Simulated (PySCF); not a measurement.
Species: CH4B2F2.
SMILES with atom numbers: `[BH2:1][CH2:2][B:3]([F:4])[F:5]` (hydrogens: H6, H7 on B1; H8, H9 on C2)

Computed by this run: PBE0-D3(BJ)/def2-SVP geometry optimisation, gas phase in PySCF 2.14.0; density fitting, grid level 1; the optimiser is geomeTRIC in internal coordinates, started from a GFN2-xTB structure with every atom displaced at random (about 0.01 Å).

Step 2: E = -7877.1832 eV
```
atom  x, y, z in Å  |  force x, y, z in eV/Å
B1      0.7282    0.5430    0.8797    0.956   0.136  -0.005
C2      0.4894   -0.2838   -0.4132   -0.554  -0.351  -0.106
B3     -1.0780   -0.3326   -0.5241    0.013   0.307   0.248
F4     -1.8127   -1.1634    0.1938    0.083  -0.110  -0.083
F5     -1.7466    0.5487   -1.2464    0.006  -0.075  -0.144
H6      0.9417    0.0435    1.9660   -0.330  -0.105  -0.150
H7      0.8560    1.7419    0.7976   -0.262   0.074   0.018
H8      0.8349   -1.3274   -0.3346    0.043   0.055   0.089
H9      0.8554    0.2048   -1.3297    0.044   0.069   0.133
```

Step 3: E = -7877.2271 eV
```
atom  x, y, z in Å  |  force x, y, z in eV/Å
B1      0.7940    0.5665    0.8624   -0.046  -0.170  -0.037
C2      0.4790   -0.2783   -0.4079   -0.063   0.289   0.015
B3     -1.0836   -0.3019   -0.4999    0.066  -0.170  -0.131
F4     -1.7864   -1.1741    0.1990   -0.110   0.045   0.041
F5     -1.7634    0.5185   -1.2813    0.022  -0.012   0.099
H6      0.8991   -0.0089    1.9169    0.044   0.077   0.132
H7      0.8636    1.7745    0.8280    0.025  -0.050  -0.049
H8      0.8146   -1.3197   -0.3039    0.023  -0.024   0.016
H9      0.8514    0.1981   -1.3242    0.039   0.016  -0.088
```

Question: Estimate the geometry and energy of step 4. (The exact step hangs on the optimiser's Hessian estimate; all steps are aligned on step 3, rigid shifts and turns removed.)

Answer: E = -7877.2343 eV, largest force 0.101 eV/Å
```
atom  x, y, z in Å  |  force x, y, z in eV/Å
B1      0.7881    0.5557    0.8675    0.065   0.008   0.002
C2      0.4775   -0.2775   -0.4083   -0.101   0.011   0.001
B3     -1.0846   -0.3162   -0.5068   -0.007   0.013  -0.008
F4     -1.8069   -1.1775    0.1869    0.023  -0.016   0.021
F5     -1.7585    0.5262   -1.2686    0.000   0.003  -0.020
H6      0.9142    0.0130    1.9394   -0.016  -0.002   0.019
H7      0.8650    1.7613    0.8110    0.000  -0.001  -0.010
H8      0.8214   -1.3180   -0.3105    0.027  -0.013   0.003
H9      0.8520    0.2077   -1.3216    0.008  -0.004  -0.007
```

The energy changes by -0.0072 eV. The first-order estimate −F·Δx gives -0.0152 eV and the mean of the old and new forces, exact on a quadratic surface, -0.0072 eV. The step makes an angle of 56° with the force vector and moves no atom by more than 0.035 Å.

The cost below is that of the whole optimisation. Hardware: one thread of an Arm Neoverse V2 (shared host). Cost: 16 s of wall time, 0.37 GiB resident at most.
